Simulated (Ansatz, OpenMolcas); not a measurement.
**Correcting a cheap level on O-containing molecules**

The atomisation enthalpy at 298 K in kJ/mol of 8 O-containing molecules: x at revPBE/def2-TZVPP, y from tabulated heats of molecules and atoms (Active Thermochemical Tables, NIST-JANAF tables). Shapes, held fixed at every level: PBE0-D4/def2-TZVP. Flexible molecules stand in one conformer, not always the lowest. Computed values hold a harmonic thermal term (B3LYP-D4/def2-TZVP, PBE0-D4/def2-TZVP) and the atoms' spin-orbit lowering. Programs: OpenMolcas 26.06.

| molecule | x (kJ/mol) | y (kJ/mol) |
| --- | --- | --- |
| HOI (hypoiodous acid) | 618 | 635 |
| O3 (ozone) | 683 | 606 |
| NOF (nitrosyl fluoride) | 961 | ? |
| H2O2 (hydrogen peroxide) | 1063 | 1070 |
| SO2 (sulfur dioxide) | 1079 | 1072 |
| H3NO (hydroxylamine) | 1407 | 1419 |
| CHFO (formyl fluoride) | 1655 | 1646 |
| B(OH)O (oxoborinic acid) | 1819 | 1847 |

Fit y = c + s·x to the known rows and predict y for NOF.


1. Means of the 7 rows: x = 1189.14, y = 1185.0.
2. Σ(Δx)² = 1271633, Σ(Δx·Δy) = 1316842, so the slope is 1316842/1271633 = 1.0356.
3. Intercept: 1185.0 − (1.0356) × 1189.14 = -46.5. The largest residual of the fit is 55.
4. NOF: -46.5 + 1.0356 × 961 = 949 kJ/mol.

The tabulated heats give 867 kJ/mol, so the prediction is off by +82 kJ/mol, more than the largest residual. Uncorrected, revPBE/def2-TZVPP misses NOF by +94 kJ/mol, and the other rows by 22 on average. With references in doubt, neither the misses nor the line can be laid on the level alone. Left out in turn, the other rows are missed by 33 kJ/mol on average, worse than no correction. The molecules' own spin-orbit lowering is left out, so errors for iodides read a little too negative. The tabulated values of NOF, B(OH)O are in doubt (older tables, estimates, or at odds with other calculations) and kept here. For atoms past krypton def2 sets carry core potentials with scalar relativity.
